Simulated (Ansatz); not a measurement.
`BN=CF` + `BNCC` → `BN(B)CC` + `N=CF` at 298.15 K and 1 bar (ligand exchange at a B–N bond).

Gas-phase electronic energies from Ansatz, PBE0-D4/def2-TZVP geometries. CBS: MP2 limit from def2 TZ/QZ plus the TZ coupled-cluster correction, frozen cores. This one scheme is used for every species. One conformer a species, not always the lowest.

```
  species  CCSD(T)/CBS energy (Eh)  H − E (kJ/mol)  S (J/(mol·K))
  `BN=CF`               -219.13545           131.7          285.1
   `BNCC`               -160.44809           293.3          299.8
`BN(B)CC`               -185.85795           326.2          328.0
   `N=CF`               -193.72220            98.3          248.2
```

H − E and S are ideal-gas, rigid-rotor, harmonic terms from PBE0-D4/def2-TZVP, for one conformer and one mirror image of each species. 1 Eh = 2625.50 kJ/mol, R = 8.31446 J/(mol·K).

**Question.** By hand: ΔE, ΔH, ΔS and ΔG.

**Answer.** ΔE = (-185.85795) + (-193.72220) − (-219.13545) − (-160.44809) = 0.00339 Eh = 8.9 kJ/mol. Δ(H − E) = 326.2 + 98.3 − 131.7 − 293.3 = -0.5, so ΔH = 8.4 kJ/mol. ΔS = 328.0 + 248.2 − 285.1 − 299.8 = -8.7 J/(mol·K). ΔG = 8.4 − 298.15 × (-8.7)/1000 = 11.0 kJ/mol.

**Question.** By hand: the equilibrium constant, and the temperature at which ΔG would vanish if ΔH and ΔS stayed fixed.

**Answer.** log₁₀ K = −ΔG/(RT ln 10) = -1.9. ΔH and −TΔS have one sign here, so there is no such temperature.

The number of gas molecules stays the same, so ΔS is small and ΔH decides. A doubt of 5 kJ/mol in ΔE shifts log₁₀ K by 0.9 here. Other conformers and mirror images would add mixing entropy, several J/(mol·K) or more a flexible species. Modes under 60 cm⁻¹, often nearly free rotors, make the harmonic entropy too high. These are equilibria of isolated gas molecules and say nothing of rates. Largest T1 diagnostic: 0.015 (customary marks: 0.02 for closed shells, 0.045 for open ones).

ΔS is within the doubt of such terms, so its sign, and with it that verdict, could turn.
